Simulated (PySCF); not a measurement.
**Molecular orbitals of PrO**

PBE0 at R = 1.777 Å; basis Pr x2c-SVPall, O x2c-SVPall; spin-free X2C with a Gaussian nucleus; PySCF 2.14. State: quartet, about 2.8 electrons in the 4f shell (Mulliken), real f orbitals that mix terms, a second solution, started from another occupation. Only the outer orbitals are listed, counted within each symmetry.

```json
{"spin": "α", "orbital": "13σ", "occ.": "1", "ε (eV)": "-17.51", "on Pr (%)": "50", "main shells (%)": "47 O s, 44 Pr p"}
{"spin": "α", "orbital": "7π", "occ.": "1", "ε (eV)": "-7.21", "on Pr (%)": "26", "main shells (%)": "74 O p, 17 Pr d"}
{"spin": "α", "orbital": "7π", "occ.": "1", "ε (eV)": "-7.21", "on Pr (%)": "26", "main shells (%)": "74 O p, 17 Pr d"}
{"spin": "α", "orbital": "14σ", "occ.": "1", "ε (eV)": "-6.27", "on Pr (%)": "36", "main shells (%)": "62 O p, 19 Pr d, 11 Pr p"}
{"spin": "α", "orbital": "1φ", "occ.": "1", "ε (eV)": "-2.95", "on Pr (%)": "100", "main shells (%)": "100 Pr f"}
{"spin": "α", "orbital": "8π", "occ.": "1", "ε (eV)": "-2.01", "on Pr (%)": "100", "main shells (%)": "73 Pr f, 25 Pr d"}
{"spin": "α", "orbital": "8π", "occ.": "1", "ε (eV)": "-2.01", "on Pr (%)": "100", "main shells (%)": "73 Pr f, 25 Pr d"}
{"spin": "α", "orbital": "15σ", "occ.": "0", "ε (eV)": "-1.55", "on Pr (%)": "100", "main shells (%)": "88 Pr s, 8 Pr p"}
{"spin": "α", "orbital": "3δ", "occ.": "0", "ε (eV)": "0.29", "on Pr (%)": "100", "main shells (%)": "100 Pr d"}
{"spin": "α", "orbital": "3δ", "occ.": "0", "ε (eV)": "0.29", "on Pr (%)": "100", "main shells (%)": "100 Pr d"}
{"spin": "β", "orbital": "13σ", "occ.": "1", "ε (eV)": "-16.96", "on Pr (%)": "54", "main shells (%)": "49 Pr p, 41 O s"}
{"spin": "β", "orbital": "7π", "occ.": "1", "ε (eV)": "-7.23", "on Pr (%)": "22", "main shells (%)": "78 O p, 16 Pr d"}
{"spin": "β", "orbital": "7π", "occ.": "1", "ε (eV)": "-7.23", "on Pr (%)": "22", "main shells (%)": "78 O p, 16 Pr d"}
{"spin": "β", "orbital": "14σ", "occ.": "1", "ε (eV)": "-6.03", "on Pr (%)": "36", "main shells (%)": "63 O p, 17 Pr d, 12 Pr p"}
{"spin": "β", "orbital": "15σ", "occ.": "0", "ε (eV)": "-1.05", "on Pr (%)": "99", "main shells (%)": "90 Pr s"}
{"spin": "β", "orbital": "3δ", "occ.": "0", "ε (eV)": "0.74", "on Pr (%)": "100", "main shells (%)": "100 Pr d"}
{"spin": "β", "orbital": "3δ", "occ.": "0", "ε (eV)": "0.74", "on Pr (%)": "100", "main shells (%)": "100 Pr d"}
```

Which are the highest filled and the lowest empty level, where do they sit, and how wide is the gap?

Highest filled α 8π at -2.01 eV (in %: 73 Pr f, 25 Pr d); lowest empty α 15σ at -1.55 eV (in %: 88 Pr s, 8 Pr p); the gap at PBE0 is 0.46 eV.

| Item | Value |
| --- | --- |
| bond order (Mayer) | 2.34 |
| ⟨S²⟩ | 3.758 |
| charge on Pr (Mulliken, basis-dependent) | 0.37 |
| charge on Pr (Löwdin, basis-dependent) | 0.06 |
| dipole moment (positive dipole means Pr(−)O(+)) | -4.37 D |

Spin–orbit coupling is left out.
